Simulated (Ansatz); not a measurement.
Computed with Ansatz on PBE0-D4/def2-TZVP structures; ΔE is electronic, products minus reactants. CCSD(T)/CBS is the MP2 limit (def2-TZVPP, def2-QZVPP) plus CCSD(T) − MP2 in def2-TZVPP, frozen cores. This one scheme is used for every species, atoms too. No spin–orbit coupling; open shells (•) take unrestricted orbitals. Spin–orbit coupling would lower the free atoms: a little for O, Si; clearly for Ge. Bonds to Ge are less sure, by a few kJ/mol each and by 10 to 20 or more in all where they break to atoms, as the def2 sets lack core-valence functions. Scalar relativity is left out up to krypton. Each species was taken in one conformer, which may not be the lowest.

Reaction (atomization): `[NH2][GeH2][Si](N)(O)O` → Ge• + 8 H• + 2 N• + 2 O• + Si•

| species | CCSD(T)/CBS(def2) energy (Eh) |
| --- | --- |
| `[NH2][GeH2][Si](N)(O)O` | -2629.92076 |
| Ge• | -2076.01830 |
| H• | -0.50000 |
| N• | -54.53257 |
| O• | -75.00631 |
| Si• | -288.94402 |

Q: Work out ΔE.

A: ΔE = 8 × (-0.50000) + 2 × (-54.53257) + 2 × (-75.00631) + (-2076.01830) + (-288.94402) − (-2629.92076) = 1.88068 Eh = +1180.1 kcal/mol.

Largest T1 diagnostic among the species: 0.012.

The D4 term adds +12.8 kcal/mol with B3LYP and +6.8 kcal/mol with PBE0; it sums over pairs of atoms, weighted by their polarisabilities, and B3LYP, whose exchange is more repulsive, gets the larger term. In def2-TZVPP, CCSD(T) changes the Hartree–Fock value by +345.2 kcal/mol (the triples alone add +18.7 kcal/mol) and MP2 by +363.5 kcal/mol; breaking electron pairs costs correlation energy, which Hartree–Fock lacks. From PBE to PBE0 (25 % exact exchange), in def2-TZVPP and without D4, ΔE moves by −25.2 kcal/mol: exact exchange takes away binding that semilocal exchange gives to molecules.

B3LYP here is the variant with VWN-RPA as its local correlation; programs differ in this.

For atomizations the MP2-based limit and the directly extrapolated one differ by several kJ/mol either way, and by 10 to 25 for some Ge, Se and Sn compounds, so smaller differences from it don't rank the levels.
